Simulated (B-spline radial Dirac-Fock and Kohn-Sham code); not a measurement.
**How the binding energies of N³⁻ add up**

System: the N³⁻ ion, [He] 2s2 2p6, inside a Watson sphere of charge +3 and radius 1.46 Å (a model of the Madelung potential; inside it an electron's potential energy is lowered by 29.6 eV); nuclear rms radius 2.5582 fm (A = 14).

These are calculated numbers from an atomic code on a B-spline grid; the model is relaxed Dirac-Fock hole states (ΔSCF) with Breit and QED corrections and a finite nucleus. The model has no electron correlation. Energies are counted from the vacuum level.

All terms are in eV, carry their sign (relaxation lowers the binding energy) and add up to the binding energy; ⟨r⟩ is the mean radius of the orbital in the initial state.

| subshell | −ε (Koopmans) | relaxation | Gaunt | retardation | QED | binding energy | ⟨r⟩ (bohr) |
| --- | --- | --- | --- | --- | --- | --- | --- |
| K (1s) | 421.4 | -20.28 | -0.10 | 0.00 | -0.03 | 401.0 | 0.228 |
| L1 (2s) | 24.30 | -3.04 | 0.00 | 0.00 | 0.00 | 21.26 | 1.498 |
| L2 (2p1/2) | 9.33 | -2.11 | 0.00 | 0.00 | 0.00 | 7.22 | 2.017 |
| L3 (2p3/2) | 9.31 | -2.10 | 0.00 | 0.00 | 0.00 | 7.21 | 2.020 |

Spin-orbit splittings: 2p 0.01 eV.
